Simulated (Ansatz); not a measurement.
Ideal-gas functions of `FC(F)CBr` at 500 K and 1 bar, from an Ansatz frequency run at PBE0-D4/def2-TZVP.

Molar mass 144.95 g/mol, point group C1 (symmetry number 1), electronic degeneracy 1, moments of inertia 56.173, 365.206, 405.318 u Å². Harmonic wavenumbers (cm⁻¹, unscaled): 98, 179, 333, 456, 562, 734, 857, 1027, 1102, 1156, 1218, 1252, 1376, 1417, 1459, 3096, 3122, 3194.

Use S(trans) = R[1.5 ln M + 2.5 ln T − 1.1517]; rotational temperatures θ = 24.2544 K / I; S(rot) = R[ln(√π/σ · √(T³/θAθBθC)) + 1.5]; for each mode x = 1.438777 ν̃/T, S = R[x/(eˣ − 1) − ln(1 − e⁻ˣ)] and H = RT x/(eˣ − 1); 1 cm⁻¹ = 0.0119627 kJ/mol; R = 8.31446 J/(mol·K).

Task: By hand: the entropy, in J/(mol·K).

Result: Translation 181.7. Rotation: θ = 0.4318, 0.0664, 0.0598 K, giving 121.2. Vibration, mode by mode: 18.87, 13.92, 8.98, 6.63, 5.17, 3.49, 2.64, 1.79, 1.51, 1.33, 1.16, 1.07, 0.80, 0.73, 0.66, 0.01, 0.01, 0.01, in all 68.8. Electronic 0.0. Sum 371.7 J/(mol·K).

Task: By hand: H − E and G − E in kJ/mol, counted from the electronic energy.

Result: Zero-point energy ½ × 22638 × 0.0119627 = 135.4; thermal vibration 18.6; translation, rotation and pV give 4 RT = 16.6. H − E = 170.6 kJ/mol, and G − E = 170.6 − 500 × 371.7/1000 = -15.2 kJ/mol.

Vibration gives 19 % of the entropy, 18.9 J/(mol·K) of it from the mode under 150 cm⁻¹: soft modes count most, and the harmonic formula is weakest for them. The sum counts one conformer and one mirror image; others add a mixing term.
